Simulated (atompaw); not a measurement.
**P: one change to a PAW (atompaw) potential, before and after**

```json
{"Element": "phosphorus", "Generator": "atompaw 4.2.0.5", "Type": "PAW", "Functional": "LDA (PW92)", "Relativity": "scalar-relativistic", "Frozen core": "[Ne]", "Valence charge": "5", "Reference configuration": "3s2 3p1 (charge +2)", "Partial waves": "3s (bound): rc 1.85 bohr; 3s channel at -2 Ry: rc 1.60 bohr; 3p (bound): rc 1.85 bohr; 3p channel at -1.2 Ry: rc 1.85 bohr", "Local potential": "troulliermartins scheme with l = 2 at 0 Ry, radius 1.60 bohr", "Core correction": "smooth core density matched at 1.80 bohr", "Augmentation charge": "sinc compensation charge, radius 1.45 bohr; PAW radius 1.85 bohr; waves and projectors: custom rrkj gramschmidtortho"}
```

Change: augmentation sinc compensation charge, radius 1.45 bohr; PAW radius 1.85 bohr; waves and projectors: custom polynom gramschmidtortho.

Cutoffs: the cutoffs (Ry, on a coarse ladder) from which the occupation-weighted sum of valence levels, in a spherical-Bessel basis at the reference potential, stays within 10 and 1 mRy of its value at 400 Ry; they do not see the model core or the augmentation charge, which bear on the density cutoff.

Task: What does the change do?

Result: The potential gets neither clearly harder nor softer (12 Ry and 18 Ry → 12 Ry and 18 Ry); the range in which the s phases agree widens (upper end 0.4 → 4.1); neither file shows a bound ghost.

```csv
quantity,base,changed
"cutoff, loose",12 Ry,12 Ry
"cutoff, tight",18 Ry,18 Ry
loose cutoff by channel (10 mRy a level),"s 6 Ry, p 12 Ry","s 6 Ry, p 10 Ry"
bound ghosts,none,none
s: phases at 1.86 bohr within 0.05 rad from the reference energy up to (Ry; the scan ends near 5),0.4,4.1
p: phases at 1.86 bohr within 0.05 rad from the reference energy up to (Ry; the scan ends near 5),4.8,4.4
lowest overlap eigenvalue by channel,"s 0.09, p 0.73","s 0.07, p 0.70"
```

 The cutoffs see the waves, projectors and local potential, not the compensation charge or the core.
